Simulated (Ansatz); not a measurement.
```xyz
2

Cr    0.0000    0.0000    0.0000
Cl    0.0000    0.0000    5.4750
```

Basis set: pcseg-2 (spherical functions). Some runs use density fitting. Charge 0, multiplicity 6.

Computed with Ansatz (development build ahead of 0.2.0); each method stands on the lowest determinant of its kind that the runs found.

The atomization energy at this shape (free ground-state atoms in the same class of orbitals less the molecule, no zero-point energy) of sextet CrCl:

| method | atomization energy |
| --- | --- |
| PBE0 (unrestricted) | 10.25 kcal/mol |

Question: What does PBE (unrestricted) give?

Answer: 16.61 kcal/mol. Caution: charge can spread falsely over distant fragments; the shape is not the minimum; the unrestricted determinant is spin contaminated.
